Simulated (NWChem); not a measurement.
C₄H₃S, doublet; SMILES [c]1ccsc1

```xyz
8

C      0.8811    -1.1806     0.0000
C      1.3034     0.0998     0.0000
S     -0.1127     1.1432     0.0000
C     -1.1904    -0.2220     0.0000
C     -0.5172    -1.4165     0.0000
H      2.2978     0.5225     0.0000
H     -2.2607    -0.0596     0.0000
H     -0.9925    -2.3899     0.0000
```
Atoms are numbered in this order, from 1.

Level: B3LYP/6-31G* (spherical d), spin-unrestricted (NWChem), optimised geometry, unscaled harmonic frequencies. In the optimisation the excess spin sits in a' (Cs, its own frame).

```csv
frequency (cm⁻¹),IR intensity (km/mol)
436,0.0
549,6.5
599,1.3
630,0.0
729,0.2
744,89.2
793,19.4
859,1.3
877,0.0
1071,9.0
1112,5.8
1198,3.8
1369,1.4
1460,6.9
1540,1.9
3242,1.1
3265,0.9
3287,1.8
```

| Quantity | Value |
|---|---|
| zero-point energy | 34.0 kcal/mol |
| thermal correction to the enthalpy at 298.15 K (with zero-point energy) | 37.1 kcal/mol |
| heat capacity Cv | 14.8 cal/(mol K) |
| entropy at 298.15 K and 1 atm (symmetry number 1, electronic part: spin degeneracy alone) | 69.2 cal/(mol K) |
| dipole moment | 0.51 D |

Rigid rotor and harmonic oscillator.
